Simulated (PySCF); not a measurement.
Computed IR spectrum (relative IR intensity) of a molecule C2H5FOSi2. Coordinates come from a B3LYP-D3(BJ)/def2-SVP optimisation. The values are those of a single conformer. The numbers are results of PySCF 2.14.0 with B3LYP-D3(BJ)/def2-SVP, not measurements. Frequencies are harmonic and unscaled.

Lines under 2 % of the strongest are left out, and lines within 2 cm⁻¹ are merged.

```
ν (cm⁻¹)  relative intensity
--------  ------------------
131                      3.5
162                      2.6
360                      3.3
391                      2.9
458                      4.2
510                      3.5
549                      5.2
596                      4.9
642                       38
689                      4.6
713                       41
773                       22
817                       10
884                       92
930                       36
975                       21
1048                      26
1368                     8.1
1817                     100
2225                      51
2233                      53
2247                      41
```

**Question.** Which molecule gave these data?
(A) FC1=CO[SiH2][SiH2]1
(B) F[Si@H]1C=C[SiH2]O1
(C) O=C1C[SiH2][Si@@H]1F
(D) O[Si@@H]1C=C(F)[SiH2]1

**Answer.** C, O=C1C[SiH2][Si@@H]1F
